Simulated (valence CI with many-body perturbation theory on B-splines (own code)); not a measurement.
**Energy levels of Sr²⁴⁺**

Calculated by valence CI with perturbative core correlation (CI+MBPT): four valence electrons over a frozen Dirac-Fock core [Ne], a basis of 9 s, 9 p, 8 d, 6 f, 3 g, 1 h functions for each j, with the one-electron correlation potential Σ1 (screened to all orders), the two-electron term Σ2, the three-electron term Σ3, Breit, model QED; selected single and double excitations, second order for the rest, scaled by the run's own slope (own B-spline code, finite nucleus).

No measured levels were compared; by estimate levels of excited configurations hold to 0.05 to 0.15 % of their energy, terms of the ground configuration to about 0.5 %.

Levels 1 to 36 of 36, with energies above the lowest level, 3s2.3p2 3P_0. "Leading %" is the weight of the configuration and term that name the level; weights of strongly mixed levels are sums over their largest components and can fall short, so below about 35 % the name and the second component can differ from the true leading terms, or belong to a minority configuration. In the jj column 3d3/2^4 stands for four electrons in 3d with j = 3/2. Lifetimes count E1, E2, E3, M1 and M2 decay at the calculated energies, and are blank where another channel may lead or the interval is too uncertain; long ones can be off by a factor of two.

```tsv
No.	Configuration	Term	J	E (eV)	Leading %	Leading jj	g	Lifetime
1	3s2.3p2	3P	0	0.00	82	3s^2 3p1/2^2 (94 %)		
2	3s2.3p2	3P	1	11.53	98	3s^2 3p1/2 3p3/2 (98 %)	1.499	82.6 μs
3	3s2.3p2	3P	2	15.17	54	3s^2 3p1/2 3p3/2 (93 %)	1.273	4.97 ms
4	3s2.3p2	1D	2	29.67	54	3s^2 3p3/2^2 (93 %)	1.223	28.5 μs
5	3s2.3p2	1S	0	38.87	81	3s^2 3p3/2^2 (93 %)		10.4 μs
6	3s.3p3	5S°	2	66.62	82	3s 3p1/2^2 3p3/2 (60 %)	1.898	1.17 ns
7	3s.3p3	3D°	1	80.43	64	3s 3p1/2^2 3p3/2 (61 %)	0.737	87.7 ps
8	3s.3p3	3D°	2	82.57	62	3s 3p1/2 3p3/2^2 (66 %)	1.305	196 ps
9	3s.3p3	3D°	3	86.90	88	3s 3p1/2 3p3/2^2 (88 %)	1.330	249 ps
10	3s.3p3	3P°	0	95.21	90	3s 3p1/2 3p3/2^2 (90 %)		64.7 ps
11	3s.3p3	1D°	2	95.77	28	3s 3p1/2 3p3/2^2 (44 %)	1.142	89.1 ps
12	3s.3p3	3P°	1	96.72	66	3s 3p1/2 3p3/2^2 (70 %)	1.327	49.0 ps
13	3s2.3p.3d	3F°	2	104.89	38	3s^2 3p1/2 3d3/2 (44 %)	1.075	150 ps
14	3s2.3p.3d	3F°	2	109.48	48	3s^2 3p1/2 3d3/2 (25 %)	0.921	64.9 ps
15	3s.3p3	3S°	1	109.67	55	3s 3p1/2 3p3/2^2 (66 %)	1.576	7.22 ps
16	3s2.3p.3d	3F°	3	112.44	89	3s^2 3p1/2 3d5/2 (69 %)	1.093	111 ps
17	3s2.3p.3d	3P°	2	119.98	50	3s^2 3p1/2 3d5/2 (73 %)	1.302	9.34 ps
18	3s2.3p.3d	3D°	1	120.49	42	3s^2 3p1/2 3d3/2 (80 %)	0.880	7.18 ps
19	3s2.3p.3d	3F°	4	122.71	98	3s^2 3p3/2 3d5/2 (98 %)	1.248	
20	3s.3p3	1P°	1	125.01	42	3s 3p3/2^3 (47 %)	1.241	7.28 ps
21	3s2.3p.3d	3D°	2	130.53	40	3s^2 3p3/2 3d3/2 (64 %)	1.056	6.24 ps
22	3s2.3p.3d	3P°	0	131.55	89	3s^2 3p3/2 3d3/2 (89 %)		8.74 ps
23	3s2.3p.3d	3D°	3	132.00	72	3s^2 3p3/2 3d3/2 (39 %)	1.277	7.40 ps
24	3s2.3p.3d	3P°	1	133.43	58	3s^2 3p3/2 3d3/2 (63 %)	1.250	8.11 ps
25	3s2.3p.3d	3P°	2	135.43	37	3s^2 3p3/2 3d5/2 (62 %)	1.283	8.48 ps
26	3s2.3p.3d	1F°	3	142.38	84	3s^2 3p3/2 3d5/2 (56 %)	1.041	7.44 ps
27	3s2.3p.3d	1P°	1	146.94	73	3s^2 3p3/2 3d5/2 (70 %)	0.973	8.24 ps
28	3p4	3P	2	156.92	40	3p1/2^2 3p3/2^2 (53 %)	1.366	55.4 ps
29	3s.3p2.3d	5F	1	159.02	82	3s 3p1/2^2 3d3/2 (66 %)	0.172	524 ps
30	3s.3p2.3d	5F	2	161.30	71	3s 3p1/2 3p3/2 3d3/2 (29 %)	1.103	151 ps
31	3s.3p2.3d	5F	3	164.40	65	3s 3p1/2^2 3d5/2 (46 %)	1.327	216 ps
32	3p4	3P	0	166.19	35	3p1/2^2 3p3/2^2 (45 %)		40.9 ps
33	3s.3p2.3d	3P	1	167.85	32	3s 3p1/2 3p3/2 3d3/2 (57 %)	1.385	105 ps
34	3s.3p2.3d	5D	2	169.99	37	3s 3p1/2 3p3/2 3d3/2 (64 %)	1.207	127 ps
35	3s.3p2.3d	5F	4	170.26	82	3s 3p1/2 3p3/2 3d5/2 (77 %)	1.364	4.22 ns
36	3s.3p2.3d	5D	0	170.62	80	3s 3p1/2 3p3/2 3d3/2 (68 %)		79.2 ps
```

Names give the largest LS component (configuration and term), which can be under half, so a name can repeat, a term be missing and a line seem to break the LS rules; names also repeat where a configuration has a term twice.

The ionisation energy to 3s2.3p 2P°_1/2 of the next ion comes out as 1164 eV (NIST: 1165 ± 3 eV (semi-empirical)). All 36 levels together are meant to be complete up to 170.97 eV.
